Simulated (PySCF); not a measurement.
# Do core-level shifts follow atomic charges?

C₃H₃FOSi.
Z-matrix (Å and degrees, GFN2-xTB geometry), rows numbered from 1:
```
O 
C   1  1.2033
C   2  1.4758  1  130.14
C   3  1.3458  2  101.08  1  -179.89
F   4  1.3331  3  125.94  2   179.93
Si  4  1.9149  3   98.20  2    -0.03
H   3  1.0770  2  128.22  1     0.06
H   6  1.4571  2  118.47  1    71.77
H   6  1.4572  2  118.57  1   -72.04
```

Binding energies: PySCF 2.14.0, delta-SCF UKS SCAN, pcX-2 on the ionised atom, pcseg-1 elsewhere, spin-free X2C. Charges: PBE0/pcSseg-1 ground-state density, for the ionised atom.

```json
{"atom": "C3", "environment": "alkene CH carbon", "C 1s (eV)": "291.14", "Mulliken (e)": "-0.158", "IAO (e)": "-0.235", "Hirshfeld (e)": "-0.069", "ESP (e)": "-0.232"}
{"atom": "C2", "environment": "carbonyl carbon", "C 1s (eV)": "293.02", "Mulliken (e)": "+0.051", "IAO (e)": "+0.153", "Hirshfeld (e)": "+0.064", "ESP (e)": "+0.296"}
{"atom": "C4", "environment": "vinylic C–F carbon", "C 1s (eV)": "293.23", "Mulliken (e)": "+0.053", "IAO (e)": "+0.077", "Hirshfeld (e)": "+0.026", "ESP (e)": "+0.044"}
```

How well does each charge scheme correlate with the binding energies over these sites?

Mulliken: r = 1.00, slope 9.4 eV per e; IAO: r = 0.96, slope 5.4 eV per e; Hirshfeld: r = 0.93, slope 15.6 eV per e; ESP: r = 0.83, slope 3.6 eV per e. Mulliken charges have the highest r, on only 3 points.

The point-charge model writes a binding energy as kq + V + constant, with V the potential of the other atoms' charges at the site. What does it give with the Mulliken charges?

V = Σ 14.40 eV Å × q/r over all other atoms: +2.42 eV at C3, -1.45 eV at C2, -0.48 eV at C4. Fitting binding energy − V to q gives k = 25.5 eV per e and leaves an rms residual of 0.33 eV, against 0.08 eV for the fit on q alone. The model has no term for differences in relaxation between sites.

Spin contamination (⟨S²⟩ against 0.75 for a pure doublet) is marked for C 1s of C4 (0.86), which makes this value less certain. Isolated species at its GFN2-xTB geometry, gas phase.
